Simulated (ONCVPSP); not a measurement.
**Os: from the effect back to the setting (ONCV)**

Base potential:

```
Element                 : Os (Z = 76)
Generator               : ONCVPSP 4.0.1
Type                    : optimised norm-conserving Vanderbilt (ONCV)
Functional              : PBE
Relativity              : fully relativistic
Frozen core             : [Kr] 4d10 4f14
Valence charge          : 16
Reference configuration : 5s2 5p6 5d6 6s1 (charge +1)
Partial waves           : 5s+6s: rc 1.75 bohr, ncon 4, nbas 7, qcut 7.3 1/bohr, 2 projectors; 5p: rc 1.55 bohr, ncon 3, nbas 8, qcut 6.8 1/bohr, 1 projector; 5d: rc 2.45 bohr, ncon 4, nbas 8, qcut 7.8 1/bohr, 2 projectors, debl 2.9 Ha
Local potential         : polynomial inside 1.05 bohr (lpopt 5, dvloc0 1 Ha)
Core correction         : Teter function, fcfact 2, rcfact 1.45
```

Open shells are filled in proportion to 2j + 1.

Cutoffs, loose and tight: the cutoffs (Ha) at which the residual kinetic energy of the hardest occupied pseudo-wave falls to 1 and 0.1 mHa per electron. They do not see the model core or the augmentation charge, which bear on the density cutoff. Test errors are all-electron minus pseudo excitation energies from the reference, over the configurations 5s2 5p6 5d6 6s2; 5s2 5p6 5d6 6s0; 5s2 5p6 5d5 6s0; 5s2 5p5 5d6 6s2; variants that change the core or the reference have their own tests.

Only the scale of all radii but the core radius (base = 1) is moved:

```
scale of all radii but the core radius (base = 1)  cutoff, loose  cutoff, tight  bound ghosts  largest test error (meV)
                                             0.82          36 Ha         145 Ha       s, p3/2                       -25
                                             0.88          22 Ha         114 Ha             s                       -33
                                             0.98          19 Ha          23 Ha          none                       -65
                                             1.14          16 Ha          20 Ha          none                      -119
                                              1.2          16 Ha          19 Ha          none                      -109
                                             1.31          15 Ha          18 Ha          none                      -144
```

One more run gave cutoff, loose: 17 Ha; cutoff, tight: 21 Ha; bound ghosts: d5/2; largest test error (meV): -91. Which value of the scale of all radii but the core radius (base = 1) was used?

1.06. The tight cutoff moves one way along this sweep, from 145 Ha at 0.82 to 18 Ha at 1.31, which places the run between 0.98 and 1.14.
